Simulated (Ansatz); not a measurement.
Basis sets compared for YCl₃. The state is a singlet with charge 0. Geometry PBE-D4/def2-SVP. Ansatz on 4 threads of Arm Neoverse V1 on a shared host; times are rough, and most runs start from earlier orbitals.

```xyz
4

Y     0.0013   -0.0018    0.0014
Cl   -1.5363   -1.7446   -0.7560
Cl    2.0255    0.4836   -1.2800
Cl   -0.4905    1.2628    2.0346
```

In the def2 sets Y takes a core potential; there is no spin–orbit coupling.

```csv
level,functions,energy (Eh),HOMO (eV),LUMO (eV),wall time
PBE-D4/def2-SVP,85,-1418.1978,-7.62,-3.66,0.75 s
PBE-D4/def2-TZVP,151,-1418.6760,-7.74,-3.69,1.6 s
r2SCAN-D4/def2-TZVP,151,-1419.1648,-8.11,-3.34,4 s
PBE0-D4/def2-SVP,85,-1418.3011,-9.04,-2.93,1.2 s
PBE0-D4/def2-TZVP (with forces),151,-1418.7741,-9.13,-2.93,3.2 s
```

**Question.** Estimate the rows for PBE-D4/def2-TZVPD, r2SCAN-D4/def2-TZVPD, PBE0-D4/def2-TZVPD.

**Answer.** 
| level | functions | energy (Eh) | HOMO (eV) | LUMO (eV) | wall time |
| --- | --- | --- | --- | --- | --- |
| PBE-D4/def2-TZVPD | 178 | -1418.6776 | -7.77 | -3.71 | 1.9 s |
| r2SCAN-D4/def2-TZVPD | 178 | -1419.1662 | -8.11 | -3.31 | 4.5 s |
| PBE0-D4/def2-TZVPD | 178 | -1418.7756 | -9.14 | -2.93 | 2.6 s |
